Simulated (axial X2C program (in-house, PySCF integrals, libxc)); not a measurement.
The numbers below are computed, except where a source is named.
# NSmN⁻: input and output of an open-shell CI run

Program: an axial X2C code built on PySCF integrals.

Input and command:
```json
{"zs": [7, 62, 7], "q": -1, "bas": ["dyall-v3z", "dyall-v3z", "dyall-v3z"], "r0": 1.72, "metal": 1, "shells": [[3, [2, 3], 3], [3, [1], 0]], "fix": 0, "emax": 3.5, "nroots": 6}
```
```bash
python soci.py task.json out
```

Keys: zs atomic numbers; q charge; bas basis sets; r0 starting distance in Å; metal index of the metal atom; shells open shells as [l, |m| values, electrons]; fix electron count of the first shell held; emax energy window in eV; nroots roots for each Ω.

Output at N–Sm–N held linear, both bonds 1.763 Å:

```
average of configuration f(δφ)3 f(π)0
basis functions 265  fitting functions 1390
iter      average energy  largest gradient
   1     -10515.141647311   3.70e+01
   2     -10516.624052938   3.57e+01
   3     -10518.046145202   3.38e+01
   4     -10519.334023470   3.27e+01
   5     -10520.832558945   3.03e+01
   6     -10522.202802150   2.66e+01
   7     -10523.599121132   2.25e+01
   8     -10525.295046546   1.76e+01
   9     -10526.662442735   9.26e+00
  10     -10527.067001542   6.30e+00
  11     -10527.430783601   2.62e+00
  12     -10527.608012839   1.80e+00
  13     -10527.673658968   1.71e+00
  14     -10527.701215922   9.00e-01
  15     -10527.720046187   4.76e-01
  16     -10527.728876737   1.56e-01
  17     -10527.733318005   9.05e-02
  18     -10527.734585913   1.48e-01
  19     -10527.735048026   1.62e-01
  20     -10527.735354659   4.62e-02
  21     -10527.735473636   4.65e-02
  22     -10527.735561931   2.60e-02
  23     -10527.735635808   1.59e-02
  24     -10527.735658839   1.48e-02
  25     -10527.735667959   1.53e-03
  26     -10527.735670109   1.87e-03
  27     -10527.735670840   1.36e-03
  28     -10527.735671111   6.45e-04
  29     -10527.735671190   3.35e-04
  30     -10527.735671211   6.28e-04
  31     -10527.735671220   4.02e-04
  32     -10527.735671224   1.94e-04
  33     -10527.735671225   6.79e-05
  34     -10527.735671226   6.46e-05
  35     -10527.735671227   6.03e-05
  36     -10527.735671227   8.28e-05
  37     -10527.735671227   1.93e-05
converged
CI levels
2*Omega        energy/Eh    cm-1   g(par)  dipole/D  leading shell counts
    5    -10527.83959459        0   4.434   -8.468  {'3 0': 1.0}
    3    -10527.83735464      492   0.929   -8.468  {'3 0': 1.0}
    7    -10527.82865990     2400   8.197   -8.468  {'3 0': 1.0}
    9    -10527.81159912     6144  11.701   -8.468  {'3 0': 1.0}
    1    -10527.80964524     6573   1.613   -8.468  {'3 0': 1.0}
    3    -10527.79910775     8886   1.768   -8.468  {'3 0': 1.0}
   15    -10527.79678108     9396  15.409   -8.468  {'3 0': 1.0}
    5    -10527.79447376     9903   5.621   -8.468  {'3 0': 1.0}
    7    -10527.78776378    11376   9.390   -8.468  {'3 0': 1.0}
   13    -10527.78123833    12808  12.239   -8.468  {'3 0': 1.0}
    5    -10527.76540129    16284   5.189   -8.468  {'3 0': 1.0}
    5    -10527.75604469    18337   4.704   -8.468  {'3 0': 1.0}
    3    -10527.75498674    18569   2.735   -8.468  {'3 0': 1.0}
    7    -10527.74513200    20732   7.828   -8.468  {'3 0': 1.0}
    3    -10527.74448828    20873   2.654   -8.468  {'3 0': 1.0}
   17    -10527.74429006    20917  18.002   -8.468  {'3 0': 1.0}
   15    -10527.74381708    21021  15.075   -8.468  {'3 0': 1.0}
    7    -10527.72643841    24835   8.002   -8.468  {'3 0': 1.0}
    5    -10527.72450951    25258   5.690   -8.468  {'3 0': 1.0}
    9    -10527.71624417    27072   9.825   -8.468  {'3 0': 1.0}
    3    -10527.71468044    27415   2.929   -8.468  {'3 0': 1.0}
    1    -10527.71133502    28150   0.087   -8.468  {'3 0': 1.0}
```

Dipoles in the output refer to the first atom as origin, so for this ion they depend on that choice.

Dynamic correlation is missing, so gaps between terms are too wide and other configurations may lie lower; the lowest level listed is that of this model, not necessarily the ground state. At most 6 roots were kept for each Ω > 0 (twice that for Ω = 0) within 3.5 eV of the lowest, so higher up levels can be missing between those listed; levels with Ω > 0 are doubly degenerate and listed once, Ω = 0 levels singly. States that fill the shells left empty in the average are placed too high. For an anion, levels above electron detachment are held by the basis set. Along the bond the averaged SCF switches between close solutions, so this one may not be the lowest. The molecule was held linear; bending was not examined.
